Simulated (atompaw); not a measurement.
# bismuth PAW (atompaw): all-electron and pseudo phase curves

Bi, PAW, made with atompaw 4.2.0.5 (PBE, scalar-relativistic). Core [Xe] 4f14, reference 5d10 6s2 6p3. Waves: 6s (bound): rc 2.20 bohr; 6s channel at 0.05 Ry: rc 2.20 bohr; 6p (bound): rc 2.20 bohr; 6p channel at 0.2 Ry: rc 2.20 bohr; 5d (bound): rc 1.70 bohr; 5d channel at 0.65 Ry: rc 2.20 bohr. Local part: bessel scheme, radius 1.85 bohr. Core correction: smooth core density matched at 1.25 bohr. Augmentation charge: sinc compensation charge, radius 1.85 bohr; PAW radius 2.20 bohr; waves and projectors: custom rrkj vanderbiltortho.

The phase is arctan(r·u′/u) with u = r·R(r), unwrapped; energies in Ry, scanned from -4 to 5 Ry. A pole is an energy at which the radial function vanishes at the test radius. The pseudo phase is shifted by a multiple of π to meet the all-electron one at the reference energy, and phase errors are pseudo minus all-electron; the curves can meet again beyond the range given. Levels narrower than the energy grid can be missing from the lists of poles.

```csv
channel,radius (bohr),reference energy (Ry),"poles, all-electron","poles, pseudo",unbroken range about the reference energy with phases within 0.05 rad,phase error 1 Ry above the reference energy (rad)
s,2.21,-1.06,1.52,1.52,below 4.4,+0.000
p,2.21,-0.34,3.93,3.62,below 4.2,-0.000
d,2.21,-1.99,-1.66,-1.66,the whole range,-0.000
```

Phases in the p channel:

```json
{"E (Ry)": "-4.00", "all-electron": "1.313", "pseudo": "1.310"}
{"E (Ry)": "-3.52", "all-electron": "1.290", "pseudo": "1.288"}
{"E (Ry)": "-3.04", "all-electron": "1.260", "pseudo": "1.259"}
{"E (Ry)": "-2.56", "all-electron": "1.221", "pseudo": "1.220"}
{"E (Ry)": "-2.08", "all-electron": "1.166", "pseudo": "1.165"}
{"E (Ry)": "-1.60", "all-electron": "1.084", "pseudo": "1.084"}
{"E (Ry)": "-1.12", "all-electron": "0.949", "pseudo": "0.949"}
{"E (Ry)": "-0.64", "all-electron": "0.695", "pseudo": "0.695"}
{"E (Ry)": "-0.16", "all-electron": "0.182", "pseudo": "0.182"}
{"E (Ry)": "0.32", "all-electron": "-0.531", "pseudo": "-0.531"}
{"E (Ry)": "0.80", "all-electron": "-0.994", "pseudo": "-0.994"}
{"E (Ry)": "1.28", "all-electron": "-1.223", "pseudo": "-1.223"}
{"E (Ry)": "1.76", "all-electron": "-1.348", "pseudo": "-1.350"}
{"E (Ry)": "2.24", "all-electron": "-1.427", "pseudo": "-1.430"}
{"E (Ry)": "2.72", "all-electron": "-1.482", "pseudo": "-1.488"}
{"E (Ry)": "3.20", "all-electron": "-1.523", "pseudo": "-1.534"}
{"E (Ry)": "3.68", "all-electron": "-1.556", "pseudo": "-1.577"}
{"E (Ry)": "4.16", "all-electron": "-1.584", "pseudo": "-1.626"}
{"E (Ry)": "4.64", "all-electron": "-1.609", "pseudo": "-1.713"}
```
